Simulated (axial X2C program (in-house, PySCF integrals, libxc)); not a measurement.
**Which molecule has these constants?**

Calculated with an in-house all-electron X2C program for linear molecules (integrals from PySCF), spin-free (one-electron X2C) or two-component (2c: spin–orbit coupling with atomic mean-field Coulomb and Gaunt terms, which also bring small scalar terms), in Dyall basis sets with cores contracted in-house; open shells are unrestricted.

A two-component PBE0 calculation in a Dyall 3-zeta basis gave Re = 2.522 Å, ωe = 287.0 cm⁻¹, De = 1.41 eV, Ω = 0.

Task: Which molecule is it?
A. LiSe⁻
B. SeH⁻
C. NaSe⁻

Result: C. The others have LiSe⁻ 2.176 Å and 569.2 cm⁻¹ (Ω = 0); SeH⁻ 1.472 Å and 2367.7 cm⁻¹ (Ω = 0).

Each entry is the lowest single determinant of a limited PBE0 search at one distance. De goes to single-determinant-based atoms at the same level (for ions the charge split of lowest energy) and is withheld (n/a) where an atom does not fit its ground term or J level. Main or longest-lived isotopes. One determinant is a doubtful description, or other states lie close, for NaSe⁻; these need not be ground states, and all values refer to the states named. The functionals have no current term, which raises determinants with orbital currents.
